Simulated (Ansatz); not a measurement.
`Cc1ccc(O)cc1C` and `Cc1ccc(O)cc1` differ in one atom or group.

Ansatz, PBE0-D4/def2-TZVP geometries, multiplicity 1. Each molecule was computed in one conformer, which needn't be the lowest.

```json
{"property": "HOMO energy (PBE0/def2-TZVPP) / eV", "`Cc1ccc(O)cc1C`": "-6.17"}
{"property": "HOMO–LUMO gap (B3LYP/def2-TZVPP) / eV", "`Cc1ccc(O)cc1C`": "5.72"}
{"property": "size of the dipole moment (ωB97M-V/def2-TZVPP) / D", "`Cc1ccc(O)cc1C`": "1.07"}
{"property": "HOMO energy (B3LYP/def2-TZVPP) / eV", "`Cc1ccc(O)cc1C`": "-5.97"}
{"property": "LUMO energy (PBE/def2-TZVPP) / eV", "`Cc1ccc(O)cc1C`": "-0.93"}
{"property": "HOMO–LUMO gap (PBE/def2-TZVPP) / eV", "`Cc1ccc(O)cc1C`": "4.21"}
```

What does the change do to each property? (Estimate.)

Computed: 
| property | `Cc1ccc(O)cc1` | shift |
| --- | --- | --- |
| HOMO energy (PBE0/def2-TZVPP) / eV | -6.27 | -0.10 |
| HOMO–LUMO gap (B3LYP/def2-TZVPP) / eV | 5.65 | -0.07 |
| size of the dipole moment (ωB97M-V/def2-TZVPP) / D | 1.28 | 0.21 |
| HOMO energy (B3LYP/def2-TZVPP) / eV | -6.07 | -0.10 |
| LUMO energy (PBE/def2-TZVPP) / eV | -1.10 | -0.17 |
| HOMO–LUMO gap (PBE/def2-TZVPP) / eV | 4.14 | -0.07 |

With PBE0 the HOMO falls by 0.10 eV and the LUMO falls by 0.17 eV, so the gap narrows by about 0.07 eV. PBE moves the HOMO by -0.10 eV and ωB97M-V by -0.10 eV. Dipoles are sizes alone; their direction can turn.

Positive LUMOs are unbound, so they and the gaps depend on the basis.

B3LYP here is the variant with VWN-RPA as its local correlation; programs differ in this.
